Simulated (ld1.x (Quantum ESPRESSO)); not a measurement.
# Before and after: TM potential for W (Z = 74)

```json
{
 "Element": "tungsten (W)",
 "Generator": "ld1.x (Quantum ESPRESSO) 7.5",
 "Type": "norm-conserving Troullier–Martins (Kleinman–Bylander form)",
 "Functional": "PBEsol",
 "Relativity": "scalar-relativistic",
 "Frozen core": "[Xe]",
 "Valence charge": "20",
 "Reference configuration": "4f14 5d4 6s1.5 6p0.5",
 "Partial waves": "6p (bound): rc 3.95 bohr; 5d (bound): rc 1.75 bohr; 4f (bound): rc 1.00 bohr; 6s (bound): rc 2.50 bohr",
 "Local potential": "the s channel",
 "Core correction": "none"
}
```

All-electron outer shells of the reference configuration (PBEsol, scalar-relativistic, ld1.x):

```csv
shell,level (eV),outermost node (bohr),outermost maximum (bohr)
5s,-79.94,0.53,0.96
5p,-44.05,0.57,1.09
4f,-34.06,–,0.43
6s,-6.30,1.28,2.64
5d,-5.25,0.63,1.49
6p,-1.75,1.53,3.65
```

Change: wave 6p (bound): rc 3.95 bohr becomes 6p (bound): rc 3.28 bohr.

Cutoffs: the cutoffs (Ry, on a coarse ladder) from which the occupation-weighted sum of valence levels, in a spherical-Bessel basis at the reference potential, stays within 10 and 1 mRy of its value at 400 Ry; they do not see the model core or the augmentation charge, which bear on the density cutoff. Errors are all-electron minus pseudo energies relative to the spin-unpolarised reference configuration.

Question: What does the change do?

Answer: Of the 7 tests that both files solve, the error grows in 0 and shrinks in 2 by more than 15 % and 0.3 meV (median size 11.9 → 13.0 meV); neither file shows a bound ghost at the reference potential, the only one tested.

```csv
quantity,base,changed
"cutoff, loose",over 300 Ry,over 300 Ry
"cutoff, tight",over 300 Ry,over 300 Ry
bound ghosts,none,none
"error for 4f14 5d4 6s2 6p0, meV [ΔE -2.24 eV]",+0.7,+0.3
"error for 4f14 5d4 6s1 6p0, meV [ΔE 6.69 eV]",-6.9,-6.4
"error for 4f14 5d4 6s0 6p0, meV [ΔE 22.38 eV]",-10,-8.0
"error for 4f13 5d5 6s1 6p0, meV [ΔE 39.62 eV]",-1896,-1892
"error for 4f14 5d4.5 6s1.5 6p0, meV [ΔE -1.54 eV]",-12,-13
"error for 4f14 5d5 6s1 6p0, meV [ΔE -0.70 eV]",-41,-43
"error for 4f14 5d3 6s2 6p1, meV [ΔE 1.83 eV]",-46,-50
```

Base: These tests converged, but a pseudo level misses the all-electron one widely, so the file describes the atom poorly there or has found another state: 4f13 5d5 6s1 6p0: 4f by 4.6 eV. Changed file: These tests converged, but a pseudo level misses the all-electron one widely, so the file describes the atom poorly there or has found another state: 4f13 5d5 6s1 6p0: 4f by 4.6 eV.
